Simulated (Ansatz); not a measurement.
Harmonic frequencies (cm⁻¹) at PBE0-D4/def2-TZVP from Ansatz: 454.

Q: Which molecule is it?
A. `[Cl][Ga][Br]`•
B. `F[C](F)Cl`•
C. `[F][GaH]`•
D. `[Mg][Cl]`•

A: D.
